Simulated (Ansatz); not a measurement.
Species: SrF2, net charge -1, doublet state. SMILES of the parent species: [F][Sr][F]

Atoms: Sr1, F2, F3. Bonds: Sr1-F2, Sr1-F3.

Bond lengths (Å) and angles (degrees) optimised at HF/STO-3G with Ansatz (a first-principles code); HF/6-31G* with LANL2DZ past Ar with Ansatz; PBE/6-31G* with LANL2DZ past Ar with Ansatz; MP2/6-31G* with LANL2DZ past Ar with Ansatz, each started from the B3LYP-D3(BJ)/def2-TZVP structure (Ansatz) of the last column. A row stands for all coordinates that are equal there. 6-31G* holds six Cartesian d functions. No wavenumbers were computed at HF/STO-3G, PBE/6-31G* with LANL2DZ past Ar, MP2/6-31G* with LANL2DZ past Ar, so these may be saddle points.

```json
[
 {"coordinate": "Sr1-F2", "HF/STO-3G": "2.393", "HF/6-31G* with LANL2DZ past Ar": "2.227", "PBE/6-31G* with LANL2DZ past Ar": "2.266", "MP2/6-31G* with LANL2DZ past Ar": "2.248", "B3LYP-D3(BJ)/def2-TZVP": "2.198"},
 {"coordinate": "F2-Sr1-F3", "HF/STO-3G": "106.9", "HF/6-31G* with LANL2DZ past Ar": "115.8", "PBE/6-31G* with LANL2DZ past Ar": "110.1", "MP2/6-31G* with LANL2DZ past Ar": "115.2", "B3LYP-D3(BJ)/def2-TZVP": "117.7"}
]
```

Mean signed difference of all 2 bond lengths from B3LYP-D3(BJ)/def2-TZVP: HF/STO-3G 0.195 Å, HF/6-31G* with LANL2DZ past Ar 0.029 Å, PBE/6-31G* with LANL2DZ past Ar 0.068 Å, MP2/6-31G* with LANL2DZ past Ar 0.049 Å.
